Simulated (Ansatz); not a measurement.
Geometry optimisation, UKS PBE-D4/cc-pVDZ (Ansatz 0.2.0).

Input file:

```yaml
crystal:
  periodic: [false, false, false]
  atoms:
    - { symbol: B, position_ang: [-1.07877, 0.46807, -0.69764] }
    - { symbol: "N", position_ang: [0.05113, -0.00419, 0.03899] }
    - { symbol: Al, position_ang: [0.21541, -1.8022, -0.27308] }
    - { symbol: Al, position_ang: [0.86258, 1.34482, 0.97314] }
    - { symbol: H, position_ang: [-1.38798, 1.61025, -0.65138] }
    - { symbol: H, position_ang: [-1.70144, -0.30369, -1.35552] }
    - { symbol: H, position_ang: [1.50111, -2.32714, -0.949] }
    - { symbol: H, position_ang: [-0.88772, -2.78062, 0.16844] }
    - { symbol: H, position_ang: [1.17592, 1.1338, 2.4709] }
    - { symbol: H, position_ang: [1.24977, 2.6609, 0.27516] }
magnetization:
  spin_polarized: true
basis:
  gaussian: { orbitals: cc-pVDZ }
hamiltonian:
  xc: pbe
  dispersion: d4
relax:
  f_tol: 0.02
  max_steps: 50
output:
  orbitals: {}
```

Launched with:

```bash
$ ansatz run input.yaml --threads 2 --pin off --max-ram 3072MiB --backend cpu --events-out ev --progress --plain --runs-dir out
```

Task: Where does it end, and by what steps?

Result: The forces met the threshold. After 13 steps the energy has fallen by 0.438 eV; H10 moved furthest, 1.03 Å.

| step | energy less start (eV) | largest force component (eV/Å) | accepted |
| --- | --- | --- | --- |
| 0 | 0.0000 | 1.021 | yes |
| 1 | -0.1617 | 0.382 | yes |
| 2 | -0.1825 | 0.212 | yes |
| 3 | -0.2161 | 0.225 | yes |
| 4 | -0.2559 | 0.325 | yes |
| 5 | -0.3016 | 0.521 | yes |
| 6 | -0.3621 | 0.474 | yes |
| 7 | -0.3860 | 0.562 | yes |
| 8 | -0.4197 | 0.321 | yes |
| 9 | -0.4068 | 0.367 | no |
| 10 | -0.4360 | 0.097 | yes |
| 11 | -0.4372 | 0.072 | yes |
| 12 | -0.4375 | 0.030 | yes |
| 13 | -0.4376 | 0.003 | yes |

```xyz
10
Properties=species:S:1:pos:R:3
B -0.821 0.383 -0.900
N 0.094 0.168 0.131
Al -0.046 -1.690 -0.264
Al 0.893 1.428 1.210
H -1.313 1.402 -1.339
H -1.220 -0.689 -1.495
H 1.055 -2.313 -1.244
H -1.081 -2.548 0.604
H 1.893 0.890 2.338
H 0.545 2.969 0.959
```

Run time: 22 s on 2 threads of Intel(R) Xeon(R) Platinum 8488C (Sapphire Rapids), with other jobs on the host, peak memory 0.18 GiB.
